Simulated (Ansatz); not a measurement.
`CB(C)N`, charge 0, multiplicity 1.

Task: Give a relaxed structure at PBE0-D4/def2-TZVP (the Gaussian-basis code of Ansatz). (An estimate is asked.)

Result: Ansatz gave: 
```xyz
12

C    -0.050   -0.980   -1.125
B    -0.017   -0.081    0.171
C     0.157    1.483    0.065
N    -0.145   -0.678    1.429
H    -0.176   -2.048   -0.927
H    -0.862   -0.667   -1.791
H     0.871   -0.856   -1.704
H    -0.641    1.921   -0.544
H     0.161    2.000    1.029
H     1.091    1.732   -0.450
H    -0.258   -1.669    1.558
H    -0.131   -0.157    2.289
```
Point group C2v.
This is one stationary point; other conformers may exist.
